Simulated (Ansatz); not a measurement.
Born–Oppenheimer molecular dynamics of F$_{4}$H$_{4}$OW (10 atoms, charge 0, multiplicity 1). It starts at the highest image of a converged band. Of that band: The profile has 2 maxima (images 1, 3) with wells between them (image 2): this band takes more than one step, which may be the mechanism or a detour left from its start path. Neighbouring images differ by up to 1.2 eV, so the band resolves the path poorly. A vibrational analysis at the climbing image gives one clearly imaginary mode, 1220i cm⁻¹: a first-order saddle point.

Method: Ansatz 0.2.0, RKS B3LYP-D4/def2-SVP.

```
ensemble                      : NVE (velocity Verlet)
time step                     : 0.5 fs
steps asked                   : 200
starting velocities drawn for : 300 K
seed                          : 10637
```

First frame:

```xyz
10
Properties=species:S:1:pos:R:3
W 0.112 0.167 -0.072
H 0.453 -0.532 1.679
H 1.714 -0.315 0.207
F -0.272 1.761 -0.959
F -1.470 0.480 0.911
F -0.517 -1.581 -0.144
F 0.743 -0.287 -1.780
O 0.909 1.561 1.271
H 1.853 1.760 1.163
H 0.751 0.363 1.813
```

Q: How far do the bonds stretch over the last three quarters of this one trajectory? (Pairs bonded in most of those frames.)

A: 
```
  bond  mean (Å)  spread (Å)  shortest  longest
 W1–H3     1.694       0.019      1.66     1.74
 W1–F4     1.890       0.037      1.83     1.94
 W1–F5     1.869       0.011      1.85     1.89
 W1–F6     1.876       0.031      1.82     1.92
 W1–F7     1.878       0.016      1.85     1.90
 W1–O8     1.876       0.094      1.74     2.03
H2–H10     0.775       0.057      0.69     0.85
 O8–H9     0.974       0.013      0.95     0.99
```

Mean temperature of the second half: 1175 K. The conserved energy stayed within 0.3 meV per atom of its start (net change -0.067 meV per atom), so the integration is sound. The system heated up, since it started high on the potential surface and ran downhill. A run of 0.1 ps of so small a system gives no equilibrium averages. The orbitals stay closed-shell, which can raise the energy where a bond breaks towards radicals; this wasn't checked here.

The run took 8.2 min on 4 threads of Arm Neoverse V1, on a shared host, peak memory 0.31 GiB.
